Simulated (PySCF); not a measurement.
**`O=Cc1ccccc1S(=O)(=O)Cl`: 4 charge schemes on one density**

C7H5ClO3S.
Z-matrix (Å and degrees, GFN2-xTB geometry), rows numbered from 1:
```
O 
C   1  1.2024
C   2  1.4816  1  122.97
C   3  1.3968  2  118.95  1     6.82
C   4  1.3833  3  120.78  2  -179.56
C   5  1.3871  4  120.27  3     0.17
C   6  1.3881  5  119.71  4     0.03
C   7  1.3772  6  119.40  5    -0.55
S   8  1.7824  3  122.20  2     1.83
O   9  1.4264  8  112.36  3   -44.42
O   9  1.4256  8  109.78  3  -178.95
Cl  9  2.0411  8  100.21  3    68.94
H   2  1.0993  1  122.11  3   179.32
H   4  1.0799  3  117.86  2     0.33
H   5  1.0792  4  119.72  3   180.00
H   6  1.0788  5  120.38  4   179.64
H   7  1.0782  6  122.01  5   179.51
```

Density: PBE0/pcSseg-1 (PySCF); schemes: Mulliken, IAO, Hirshfeld and ESP-fitted. Geometry: GFN2-xTB, one conformer, isolated molecule.

Problem. Tabulate the Mulliken, IAO, Hirshfeld and ESP-fitted charges.

Solution. In e:

```
atom                  environment  Mulliken     IAO  Hirshfeld  ESP-fitted
  O1              aldehyde oxygen    -0.346  -0.377     -0.206      -0.446
  C2              aldehyde carbon    +0.402  +0.243     +0.114      +0.519
  C3  substituted aromatic carbon    -0.232  -0.048     -0.013      -0.185
  C4           aromatic CH carbon    +0.022  -0.112     -0.019      +0.008
  C5           aromatic CH carbon    -0.029  -0.127     -0.021      -0.213
  C6           aromatic CH carbon    -0.040  -0.125     -0.019      -0.055
  C7           aromatic CH carbon    +0.053  -0.134     -0.035      -0.177
  C8  substituted aromatic carbon    -0.441  -0.231     -0.028      +0.060
  S9              sulfonyl sulfur    +1.081  +1.977     +0.525      +0.704
 O10              sulfonyl oxygen    -0.456  -0.819     -0.258      -0.348
 O11              sulfonyl oxygen    -0.466  -0.825     -0.263      -0.384
Cl12         chlorine bonded to S    -0.110  -0.265     -0.055      -0.100
 H13              formyl hydrogen    +0.122  +0.129     +0.028      -0.020
 H14            aromatic hydrogen    +0.098  +0.184     +0.061      +0.141
 H15            aromatic hydrogen    +0.112  +0.170     +0.065      +0.173
 H16            aromatic hydrogen    +0.113  +0.172     +0.067      +0.151
 H17            aromatic hydrogen    +0.117  +0.188     +0.057      +0.173
```

Mean size of the charges over all atoms: IAO 0.360 e, Mulliken 0.249 e, ESP-fitted 0.227 e, Hirshfeld 0.108 e. Each set sums to the total charge, 0, to within 0.001 e. The Hirshfeld scheme divides the density at each point in proportion to the densities of the neutral, spherically averaged free atoms.

Lowest charge. The schemes don't all agree: Mulliken O11 (-0.466); IAO O11 (-0.825); Hirshfeld O11 (-0.263); ESP-fitted O1 (-0.446).

Highest charge. All schemes agree: Mulliken S9 (+1.081); IAO S9 (+1.977); Hirshfeld S9 (+0.525); ESP-fitted S9 (+0.704).

Problem. How many electrons does the ESP-fitted scheme count on O11?

Solution. Z − q = 8 − (-0.384) = 8.384.

Problem. How closely do the schemes follow one another over all atoms?

Solution. Correlation coefficient and root-mean-square difference: IAO with Hirshfeld 0.98, 0.418 e; Mulliken with IAO 0.94, 0.274 e; Mulliken with Hirshfeld 0.94, 0.209 e; Hirshfeld with ESP-fitted 0.91, 0.157 e; Mulliken with ESP-fitted 0.87, 0.181 e; IAO with ESP-fitted 0.85, 0.368 e.
